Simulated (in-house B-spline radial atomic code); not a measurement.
Values are calculated unless marked as measured or tabulated.
# Correlation energy from the adiabatic connection: −V exp(−r²/w²), V = 22.8, w = 0.977

Two electrons in a singlet, external potential −V exp(−r²/w²), V = 22.8, w = 0.977 (atomic units). Full CI in B-splines (partial waves to l = 8, correlation up to 0.6 % small) with the density held fixed gives W(λ) = <V_ee>_λ − U, and E_c is the integral of W(λ) − W(0) from 0 to 1.

| λ | W(λ) − W(0) (hartree) |
| --- | --- |
| 0 | 0.00000 |
| 0.02 | -0.00194 |
| 0.05 | -0.00483 |
| 0.12 | -0.01148 |
| 0.25 | -0.02353 |
| 0.4 | -0.03695 |
| 0.6 | -0.05408 |
| 0.8 | -0.07038 |
| 1 | -0.08591 |

**Question.** Integrate the table by the trapezoid rule.

**Answer.** The strips give -0.00002, -0.00010, -0.00057, -0.00228, -0.00454, -0.00910, -0.01245, -0.01563, which sum to -0.04468 hartree. The direct value, W(1) − W(0) + T_c with T_c = 0.04118, is -0.04473; the curve is convex, so chords lie above it and the trapezoids fall short in size by 0.11 %.

**Question.** Now use only three numbers: W(0) = -1.8244, the initial slope W'(0) = -0.09714 (extrapolated from the first points) and the strong-coupling limit of the point-charge-plus-continuum model, W∞ = -2.5217. What do second-order theory and the interpolation W(λ) = W∞ + (W(0) − W∞)/√(1 + 2χλ) of Seidl, Perdew and Levy give?

**Answer.** Second order keeps the slope alone: E_c = W'(0)/2 = -0.04857, +9 % in size against -0.04473. Matching the slope fixes χ = W'(0)/(W∞ − W(0)) = -0.09714/(-0.69730) = 0.13931. Integrating, with s = √(1 + 2χ) = 1.130760, E_c = −(W(0) − W∞)(s − 1)/(s + 1) = −0.69730 × 0.130760/2.130760 = -0.04279 hartree, -4.3 % in size against the full result. At λ = 1 the formula gives W − W(0) = -0.08063 against -0.08591. Part of the miss can come from the model's W∞.
